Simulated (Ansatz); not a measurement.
Geometry optimisation, RHF/def2-SVP in Ansatz.

The input (input.yaml):

```yaml
crystal:
  periodic: [false, false, false]
  atoms:
    - { symbol: Sn, position_ang: [0.0, 0.0, 0.0] }
    - { symbol: O, position_ang: [0.0, 0.0, 2.31] }
    - { symbol: H, position_ang: [-0.9095, -0.2814, 2.6471] }
    - { symbol: Cl, position_ang: [2.2726, 0.0, -0.8025] }
    - { symbol: Cl, position_ang: [-1.1351, 1.9666, -0.8025] }
    - { symbol: H, position_ang: [-0.8195, -1.4198, -0.5794] }
    - { symbol: P, position_ang: [1.4475, 2.1829, 0.8703] }
    - { symbol: H, position_ang: [2.5398, 1.7418, 1.6632] }
    - { symbol: H, position_ang: [1.9378, 2.9039, -0.2505] }
    - { symbol: H, position_ang: [0.7351, 1.1086, 2.0913] }
basis:
  gaussian: { orbitals: def2-SVP }
hamiltonian:
  xc: hf
relax:
  f_tol: 0.15
  max_steps: 25
  restrain:
    - { distance: [0, 6], at: 2.46, k: 30.0 }
    - { distance: [9, 1], at: 1.01, k: 30.0 }
    - { distance: [0, 1], at: 3.16, k: 30.0 }
    - { distance: [9, 6], at: 2.62, k: 30.0 }
```

Run as:

```bash
$ ansatz run input.yaml --threads 2 --pin off --max-ram 3072MiB --backend cpu --events-out ev --progress --plain --runs-dir out
```

Where does it end, and by what steps?

It converged. The restraints hold the end off the free minimum; the threshold counts their pulls, which the force column leaves out. Restrained pairs: Sn1–P7 (2.76 → 2.47 Å), O2–H10 (1.35 → 0.97 Å), Sn1–O2 (2.31 → 3.16 Å), P7–H10 (1.78 → 2.63 Å). After 17 steps the energy has fallen by 5.980 eV (the restraints' own energy left out); Cl4 moved furthest, 1.59 Å.

```json
{"step": "0", "energy less start (eV)": "0.0000", "largest force component (eV/Å)": "3.233", "accepted": "yes"}
{"step": "1", "energy less start (eV)": "-0.5921", "largest force component (eV/Å)": "4.475", "accepted": "yes"}
{"step": "2", "energy less start (eV)": "-1.5526", "largest force component (eV/Å)": "5.358", "accepted": "yes"}
{"step": "3", "energy less start (eV)": "-2.9460", "largest force component (eV/Å)": "3.845", "accepted": "yes"}
{"step": "4", "energy less start (eV)": "-4.3844", "largest force component (eV/Å)": "1.529", "accepted": "yes"}
{"step": "5", "energy less start (eV)": "-5.0492", "largest force component (eV/Å)": "2.510", "accepted": "yes"}
{"step": "6", "energy less start (eV)": "-5.3948", "largest force component (eV/Å)": "2.272", "accepted": "yes"}
{"step": "7", "energy less start (eV)": "-5.6766", "largest force component (eV/Å)": "1.785", "accepted": "yes"}
{"step": "8", "energy less start (eV)": "-5.8271", "largest force component (eV/Å)": "1.553", "accepted": "yes"}
{"step": "9", "energy less start (eV)": "-5.8990", "largest force component (eV/Å)": "1.009", "accepted": "yes"}
{"step": "10", "energy less start (eV)": "-5.9107", "largest force component (eV/Å)": "1.090", "accepted": "yes"}
{"step": "11", "energy less start (eV)": "-5.9096", "largest force component (eV/Å)": "1.284", "accepted": "yes"}
{"step": "12", "energy less start (eV)": "-5.9381", "largest force component (eV/Å)": "1.183", "accepted": "yes"}
{"step": "13", "energy less start (eV)": "-5.8960", "largest force component (eV/Å)": "1.994", "accepted": "no"}
{"step": "14", "energy less start (eV)": "-5.9455", "largest force component (eV/Å)": "1.252", "accepted": "yes"}
{"step": "15", "energy less start (eV)": "-5.9519", "largest force component (eV/Å)": "1.297", "accepted": "yes"}
{"step": "16", "energy less start (eV)": "-5.9601", "largest force component (eV/Å)": "1.326", "accepted": "yes"}
{"step": "17", "energy less start (eV)": "-5.9800", "largest force component (eV/Å)": "1.258", "accepted": "yes"}
```

```xyz
10
Properties=species:S:1:pos:R:3
Sn 0.526 0.434 -0.469
O -0.363 0.236 2.557
H -0.921 -0.168 3.203
Cl 1.967 0.251 -2.342
Cl -1.441 1.419 -1.321
H 0.188 -1.159 -0.027
P 1.528 2.054 1.107
H 2.591 1.210 1.497
H 2.254 2.761 0.126
H -0.260 1.165 2.815
```

Time of the run: 51 s on 2 threads of Arm Neoverse V1, on a shared host, peak memory 0.32 GiB.
